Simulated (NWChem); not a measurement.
# AlNH3OBr; SMILES [NH2][Al]([OH])[Br]

```xyz
7

Al     0.0177    -0.9567     0.0000
Br     0.0068     1.3015     0.0000
O      1.4692    -1.8325     0.0000
H      2.3508    -1.4585     0.0000
N     -1.5086    -1.8247     0.0000
H     -1.5900    -2.8348     0.0000
H     -2.4233    -1.3903     0.0000
```
Atoms are numbered in this order, from 1.

Structure relaxed at the PBE0/def2-SVP level.

Symmetry labels are those of Cs in the frame above (b1 and b2, or b-type labels, depend on it).

Question: List the 6 lowest vertical singlet excitations from Hartree-Fock/def2-SVP, CIS (NWChem).

Answer: 
```csv
state,energy (eV),oscillator strength,symmetry,leading excitation (squared amplitude)
S1,7.39,0.036,a",HOMO → LUMO (0.78)
S2,8.37,0.061,a',HOMO−1 → LUMO (0.85)
S3,8.45,0.067,a",HOMO−2 → LUMO (0.74)
S4,9.02,0.155,a',HOMO → LUMO+1 (0.91)
S5,9.23,0.044,a",HOMO−4 → LUMO (0.26)
S6,9.29,0.001,a",HOMO−1 → LUMO+1 (0.94)
```
